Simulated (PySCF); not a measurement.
diarsenic (As₂), SMILES [As]#[As].

Geometry optimised at PBE-D3(BJ)/def2-TZVP.

These are PBE-D3(BJ)/def2-TZVP (PySCF) values and carry that method's errors.

Frequencies are harmonic and unscaled.

Computed harmonic wavenumbers and intensities:
| mode | ν (cm⁻¹) | IR (km/mol) | Raman (Å⁴/amu) | depolarisation | moving atoms (share of kinetic energy) |
|---|---|---|---|---|---|
| 1 | 436 | 0.0 | 23.0 | 0.20 | As 100 % |
